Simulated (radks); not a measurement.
Values are calculated unless marked as measured or tabulated.
Q: Isoelectronic series with 17 electrons, all held in the configuration [Ne] 3s2 3p5, which need not be the ground one along the series. Code: a radial shooting solver on a logarithmic mesh with Libxc functionals. Model: non-relativistic Kohn-Sham, r2SCAN, spin-polarised, spherical densities, point nucleus; open shells are filled with parallel spins first; meta-GGA in the generalised Kohn-Sham scheme. Total energies (hartree) and screening constants sigma, defined by e = -(Z - sigma)^2 / (2 n^2) hartree:

ion    E (hartree)  3p down   3p up  3s down   3s up
Cl      -460.11872   14.657  14.498   13.296  13.182
Ar+     -526.92343   14.201  14.082   13.067  12.967
K2+     -598.55159   13.929  13.825   12.892  12.800
Ca3+    -674.98976   13.738  13.642   12.754  12.668
Sc4+    -756.22971   13.594  13.503   12.643  12.560
Ti5+    -842.26593   13.479  13.392   12.551  12.471
V6+     -933.09456   13.386  13.302   12.474  12.396
Cr7+   -1028.71279   13.308  13.226   12.408  12.331
Mn8+   -1129.11850   13.241  13.161   12.350  12.275
Fe9+   -1234.31006   13.184  13.105   12.300  12.226
Co10+  -1344.28620   13.134  13.056   12.256  12.183
Ni11+  -1459.04591   13.090  13.013   12.216  12.144
Cu12+  -1578.58837   13.051  12.975   12.181  12.109
Zn13+  -1702.91292   13.016  12.941   12.149  12.078
Ga14+  -1832.01901   12.985  12.910   12.120  12.050

Estimate the row of Ge15+.

A: E (hartree) -1965.90616; 3p down 12.956; 3p up 12.882; 3s down 12.094; 3s up 12.024.
